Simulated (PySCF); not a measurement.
PySCF job for H₃O, SMILES [OH3+], charge +1, TDA-CAM-B3LYP/def2-TZVPD. Geometry: PBE0-D3(BJ)/def2-TZVPD. The isomer is the one that the SMILES or the coordinates give; other isomers of the formula were not compared.

```python
import numpy as np
from pyscf import gto, scf, dft, tdscf

mol = gto.M(
    atom='''
    O    -0.00000000    0.00000000    0.07567394
    H     0.81319072    0.46949588   -0.20179718
    H    -0.00000000   -0.93899177   -0.20179718
    H    -0.81319072    0.46949588   -0.20179718
    ''',
    basis='def2-TZVPD',
    charge=1,
    spin=0,
    symmetry=True,
    max_memory=1600,
    verbose=4,
)
mf = dft.RKS(mol, xc='cam-b3lyp').density_fit(auxbasis='def2-universal-jkfit')
mf.grids.level = 3
mf.conv_tol = 1e-9
mf.max_cycle = 100
mf.kernel()
mf.grids = dft.Grids(mol).set(level=1).build(with_non0tab=True)  # coarser grid for the response kernel
td = tdscf.TDA(mf)
td.singlet = True
td.nstates = 10
td.conv_tol = 1e-4
td.kernel(x0=td.get_init_guess(mf, 15))
td.analyze()
tt = tdscf.TDA(mf)
tt.singlet = False
tt.nstates = 4
tt.conv_tol = 1e-4
tt.kernel(x0=tt.get_init_guess(mf, 9))
tt.analyze(verbose=3)
```

Output:

```
PySCF version 2.14.0

[INPUT] verbose = 4
[INPUT] num. atoms = 4
[INPUT] num. electrons = 10
[INPUT] charge = 1
[INPUT] spin (= nelec alpha-beta = 2S) = 0
[INPUT] symmetry True subgroup None
[INPUT] Mole.unit = angstrom
[INPUT] Symbol           X                Y                Z      unit          X                Y                Z       unit  Magmom
[INPUT]  1 O      0.000000000000   0.000000000000   0.075673940000 AA    0.000000000000   0.000000000000   0.143003021367 Bohr   0.0
[INPUT]  2 H      0.813190720000   0.469495880000  -0.201797180000 AA    1.536707747838   0.887218629812  -0.381341402910 Bohr   0.0
[INPUT]  3 H      0.000000000000  -0.938991770000  -0.201797180000 AA    0.000000000000  -1.774437278521  -0.381341402910 Bohr   0.0
[INPUT]  4 H     -0.813190720000   0.469495880000  -0.201797180000 AA   -1.536707747838   0.887218629812  -0.381341402910 Bohr   0.0

nuclear repulsion = 13.9470683166839
point group symmetry = C3v, use subgroup Cs
symmetry origin: [ 0.00000000e+00 -1.71793285e-09 -3.43586568e-09]
symmetry axis x: [ 8.66025404e-01 -5.00000000e-01 -8.73898815e-10]
symmetry axis y: [-0.00000000e+00 -1.74779763e-09  1.00000000e+00]
symmetry axis z: [-5.00000000e-01 -8.66025404e-01 -1.51363715e-09]
num. orbitals of irrep A' = 43
num. orbitals of irrep A" = 24
number of shells = 29
number of NR pGTOs = 88
number of NR cGTOs = 67
basis = def2-TZVPD
ecp = {}


[settings echo left out]
init E= -77.0537614871655
HOMO (A') = -0.507888455712873  LUMO (A') = -0.0345386945096493  gap/eV = 12.88050
cycle= 1 E= -76.6888090319327  delta_E= 0.365  |g|= 0.32  |ddm|= 1.02
HOMO (A') = -0.781979238570891  LUMO (A') = -0.239879286680136  gap/eV = 14.75129
cycle= 2 E= -76.7007867882246  delta_E= -0.012  |g|= 0.23  |ddm|= 0.227
HOMO (A') = -0.83671372391111  LUMO (A') = -0.243711935475837  gap/eV = 16.13640
cycle= 3 E= -76.7081445268508  delta_E= -0.00736  |g|= 0.0602  |ddm|= 0.0955
HOMO (A') = -0.820685515310451  LUMO (A') = -0.237563100287389  gap/eV = 15.86757
cycle= 4 E= -76.7086914889037  delta_E= -0.000547  |g|= 0.00503  |ddm|= 0.0271
HOMO (A') = -0.819970444989735  LUMO (A') = -0.237368869329678  gap/eV = 15.85340
cycle= 5 E= -76.708695826607  delta_E= -4.34e-06  |g|= 0.000581  |ddm|= 0.00297
HOMO (A') = -0.820075215998877  LUMO (A') = -0.237373221017862  gap/eV = 15.85613
cycle= 6 E= -76.7086959040131  delta_E= -7.74e-08  |g|= 2.64e-05  |ddm|= 0.000375
HOMO (A') = -0.820076765010072  LUMO (A') = -0.237373630935295  gap/eV = 15.85616
cycle= 7 E= -76.7086959043961  delta_E= -3.83e-10  |g|= 4.01e-06  |ddm|= 5.02e-05
HOMO (A') = -0.820078226879367  LUMO (A') = -0.237374113510221  gap/eV = 15.85619
Extra cycle  E= -76.7086959044003  delta_E= -4.21e-12  |g|= 2.88e-06  |ddm|= 5.75e-06
converged SCF energy = -76.7086959044003
tot grids = 12600


******** <class 'pyscf.tdscf.rks.TDA'> for <class 'pyscf.df.df_jk.DFSymAdaptedRKS'> ********
nstates = 10 singlet
deg_eia_thresh = 1.000e-03
wfnsym = None
conv_tol = 0.0001
eigh lindep = 1e-12
eigh level_shift = 0
eigh max_cycle = 100


Excitation energies (eV)
[11.39974954 13.72854736 13.72856696 16.1387185  16.20998077 16.2099867
 16.73779595 16.7377994  17.84754048 18.15651797]

** Singlet excitation energies and oscillator strengths **
Excited State   1:  ???     11.39975 eV    108.76 nm  f=0.0419
       5 -> 6        -0.70181
Excited State   2:  ???     13.72855 eV     90.31 nm  f=0.0142
       5 -> 7        -0.68066
       5 -> 10        0.14825
Excited State   3:  ???     13.72857 eV     90.31 nm  f=0.0142
       5 -> 8        -0.68066
       5 -> 11       -0.14825
Excited State   4:  ???     16.13872 eV     76.82 nm  f=0.0000
       3 -> 7         0.10860
       4 -> 8         0.10860
       5 -> 9        -0.68265
Excited State   5:  ???     16.20998 eV     76.49 nm  f=0.0002
       5 -> 7        -0.14640
       5 -> 10       -0.67806
Excited State   6:  ???     16.20999 eV     76.49 nm  f=0.0002
       5 -> 8        -0.14640
       5 -> 11        0.67806
Excited State   7:  ???     16.73780 eV     74.07 nm  f=0.1727
       3 -> 6        -0.69750
Excited State   8:  ???     16.73780 eV     74.07 nm  f=0.1727
       4 -> 6         0.69750
Excited State   9:  ???     17.84754 eV     69.47 nm  f=0.1432
       5 -> 12        0.70079
Excited State  10:  ???     18.15652 eV     68.29 nm  f=0.0548
       5 -> 13        0.68246

** Transition electric dipole moments (AU) **
state          X           Y           Z        Dip. S.      Osc.
  1        -0.0000      0.0000     -0.3875      0.1501      0.0419
  2         0.1779     -0.1027      0.0000      0.0422      0.0142
  3         0.1027      0.1779      0.0000      0.0422      0.0142
  4         0.0000      0.0000      0.0045      0.0000      0.0000
  5        -0.0191      0.0110      0.0000      0.0005      0.0002
  6        -0.0110     -0.0191      0.0000      0.0005      0.0002
  7        -0.5620      0.3244     -0.0000      0.4211      0.1727
  8         0.3244      0.5619      0.0000      0.4210      0.1727
  9         0.0001     -0.0000      0.5723      0.3275      0.1432
 10        -0.3039      0.1755      0.0001      0.1232      0.0548

** Transition velocity dipole moments (imaginary part, AU) **
state          X           Y           Z        Dip. S.      Osc.
  1        -0.0000      0.0000     -0.1953      0.0381      0.0607
  2         0.0462     -0.0267      0.0000      0.0028      0.0038
  3         0.0267      0.0462      0.0000      0.0028      0.0038
  4         0.0000      0.0000     -0.0318      0.0010      0.0011
  5         0.0054     -0.0031      0.0000      0.0000      0.0000
  6         0.0031      0.0054      0.0000      0.0000      0.0000
  7        -0.3161      0.1825     -0.0000      0.1332      0.1444
  8         0.1825      0.3161      0.0000      0.1332      0.1444
  9         0.0000     -0.0000      0.2892      0.0836      0.0850
 10        -0.1734      0.1001      0.0001      0.0401      0.0400

** Transition magnetic dipole moments (imaginary part, AU) **
state          X           Y           Z
  1         0.0000      0.0000      0.0000
  2        -0.1056     -0.1829      0.0000
  3         0.1829     -0.1056      0.0000
  4         0.0000      0.0000      0.0000
  5         0.0888      0.1538      0.0000
  6        -0.1538      0.0888      0.0000
  7        -0.0229     -0.0397      0.0000
  8        -0.0397      0.0229     -0.0000
  9        -0.0000     -0.0000     -0.0000
 10         0.0492      0.0852      0.0000


******** <class 'pyscf.tdscf.rks.TDA'> for <class 'pyscf.df.df_jk.DFSymAdaptedRKS'> ********
nstates = 4 triplet
deg_eia_thresh = 1.000e-03
wfnsym = None
conv_tol = 0.0001
eigh lindep = 1e-12
eigh level_shift = 0
eigh max_cycle = 100


Excitation energies (eV)
[10.56812008 13.08243367 13.08245965 15.42185269]

** Triplet excitation energies and oscillator strengths **
Excited State   1:  ???     10.56812 eV    117.32 nm  f=0.0000
Excited State   2:  ???     13.08243 eV     94.77 nm  f=0.0000
Excited State   3:  ???     13.08246 eV     94.77 nm  f=0.0000
Excited State   4:  ???     15.42185 eV     80.40 nm  f=0.0000
```

The run converged.

Cost: roughly 9 core-seconds.
